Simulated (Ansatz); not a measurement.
Geometry optimisation, Ansatz, UKS PBE0-D4/STO-3G.

input.yaml

```yaml
crystal:
  periodic: [false, false, false]
  atoms:
    - { symbol: B, position_ang: [-2.16, 0.5294, 0.7029] }
    - { symbol: O, position_ang: [-1.2814, -0.4535, 0.1803] }
    - { symbol: C, position_ang: [0.0241, 0.0023, 0.2788] }
    - { symbol: Si, position_ang: [0.6568, 0.917, -1.2719] }
    - { symbol: Si, position_ang: [1.163, -1.5007, 0.4697] }
    - { symbol: H, position_ang: [-2.5273, 0.5857, 1.8272] }
    - { symbol: H, position_ang: [-2.6234, 1.3913, -0.0376] }
    - { symbol: H, position_ang: [0.2875, 0.6606, 1.1796] }
    - { symbol: H, position_ang: [-0.2385, 2.1284, -1.395] }
    - { symbol: H, position_ang: [1.9983, 1.2985, -1.1353] }
    - { symbol: H, position_ang: [0.3935, 0.0257, -2.411] }
    - { symbol: H, position_ang: [0.8039, -2.2118, 1.7258] }
    - { symbol: H, position_ang: [2.514, -1.0345, 0.5737] }
    - { symbol: H, position_ang: [0.9765, -2.3676, -0.6584] }
magnetization:
  spin_polarized: true
basis:
  gaussian: { orbitals: STO-3G }
hamiltonian:
  xc: pbe0
  dispersion: d4
relax:
  f_tol: 0.02
  max_steps: 40
output:
  orbitals: {}
```

Launched with:

```bash
$ ansatz run input.yaml --threads 1 --pin off --max-ram 2048MiB --backend cpu --events-out ev --progress --plain --runs-dir out
```

Problem. Where does it end, and by what steps?

Solution. The forces met the threshold. Limits of this set-up: minimal basis. After 29 steps the energy has fallen by 1.857 eV; H7 moved furthest, 2.00 Å.

```csv
step,energy less start (eV),largest force component (eV/Å),accepted
0,0.0000,5.045,yes
2,-0.5775,0.652,yes
4,-1.0883,0.859,yes
6,-1.5576,0.608,yes
8,-1.7008,0.296,yes
10,-1.7358,0.312,yes
12,-1.7273,0.287,no
14,-1.7547,0.151,yes
16,-1.7788,0.290,yes
18,-1.7973,0.536,yes
20,-1.8376,0.171,yes
22,-1.8373,0.392,no
24,-1.8500,0.149,no
26,-1.8548,0.086,yes
28,-1.8566,0.034,yes
29,-1.8567,0.015,yes
```

```xyz
14
Properties=species:S:1:pos:R:3
B -2.134 0.445 0.980
O -1.316 -0.180 0.120
C 0.130 0.147 0.138
Si 0.609 0.889 -1.537
Si 1.101 -1.421 0.570
H -3.266 0.144 0.919
H -1.745 1.243 1.750
H 0.317 0.903 0.923
H -0.186 2.064 -1.801
H 2.005 1.251 -1.486
H 0.405 -0.083 -2.584
H 0.647 -1.947 1.835
H 2.498 -1.073 0.664
H 0.923 -2.412 -0.462
```

The run took 81 s on 1 thread of Intel(R) Xeon(R) 6975P-C (Granite Rapids), with other jobs on the host, peak memory 0.2 GiB.
